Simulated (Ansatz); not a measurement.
Reaction (ligand exchange at the Si–C bond): `[SiH3][CH]1[GaH][Se]1` + `O=C[TeH]` → `O=C[Te][SiH3]` + `[CH2]1[GaH][Se]1`

Program: Ansatz. Geometries: PBE0-D4/def2-TZVP. ΔE: electronic, gas phase. CCSD(T)/CBS is the MP2 limit (def2-TZVPP, def2-QZVPP) plus CCSD(T) − MP2 in def2-TZVPP, frozen cores. DFT in def2-TZVPP. B3LYP here is the variant with VWN-RPA as its local correlation; programs differ in this. Elements past krypton have def2 core potentials. For Ga, Se, Te outer-core shells are correlated without core-valence functions, which leaves a few kJ/mol of doubt a bond. Scalar relativity is left out up to krypton. One conformer a species, not always the lowest.

```csv
level,ΔE (kcal/mol),difference from CCSD(T)/CBS
PBE-D4,-11.7,-1.5
r2SCAN-D4,-11.1,-0.9
PBE0-D4,-11.4,-1.2
B3LYP-D4,-10.1,0.1
ωB97X-V,-10.0,0.2
ωB97M-V,-9.9,0.3
B2PLYP,-10.5,-0.3
PBE,-12.2,-2.0
r2SCAN,-11.2,-1.0
PBE0,-11.9,-1.7
B3LYP,-11.0,-0.8
HF/def2-TZVPP,-9.7,0.5
MP2/def2-TZVPP,-10.0,0.2
SCS-MP2/def2-TZVPP,-9.2,1.0
CCSD/def2-TZVPP,-9.1,1.1
CCSD(T)/def2-TZVPP,-9.3,0.9
HF/def2-QZVPP,-9.6,0.6
MP2/def2-QZVPP,-10.5,-0.3
SCS-MP2/def2-QZVPP,-9.8,0.4
HF/CBS(def2),-9.6,0.6
MP2/CBS(def2),-10.9,-0.7
CCSD/CBS(def2),-10.0,0.2
CCSD(T)/CBS,-10.2,0
```

Largest T1 diagnostic among the species: 0.016.

The D4 term adds +0.9 kcal/mol with B3LYP and +0.5 kcal/mol with PBE0; it sums over pairs of atoms, weighted by their polarisabilities, and B3LYP, whose exchange is more repulsive, gets the larger term.

CCSD(T)/CBS has its own doubt, a few kJ/mol and more with outer-core shells, so smaller differences from it don't rank the levels.
